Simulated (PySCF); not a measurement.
Mg(Et)(OMe) (C3H8MgO), SMILES C[CH2][Mg][O]C.

The structure is a stationary point at PBE0-D3(BJ)/def2-SVP. The structure was generated by enumeration; whether it is a known compound was not checked. One conformer was computed; it need not be the lowest.

The numbers are results of IEF-PCM-M06-2X/def2-SVP run with PySCF 2.14.0, not measurements.

The values are the electrostatic part of the solvation free energy, E(continuum) − E(gas) at the gas-phase geometry, in a cavity of scaled van der Waals radii (PySCF's table); cavitation and dispersion terms are not included. A continuum can't describe solvent molecules that bind to the metal. In vacuum the orbital gap is 7.61 eV. The dipole moment in vacuum is 0.55 D.

| solvent | ε | ΔG(elec) (kcal/mol) | dipole (D) | gap (eV) |
|---|---|---|---|---|
| water | 78.36 | -7.4 | 0.24 | 7.72 |
| ethylethanoate | 5.99 | -5.6 | 0.34 | 7.69 |
| n-hexane | 1.88 | (withheld) | (withheld) | (withheld) |

### Question
Some entries are withheld; supply them. (Estimate from the structure and the level; the computed values follow.)

### Answer

- n-hexane, ΔG(elec) (kcal/mol): -2.6
- n-hexane, dipole (D): 0.48
- n-hexane, gap (eV): 7.65
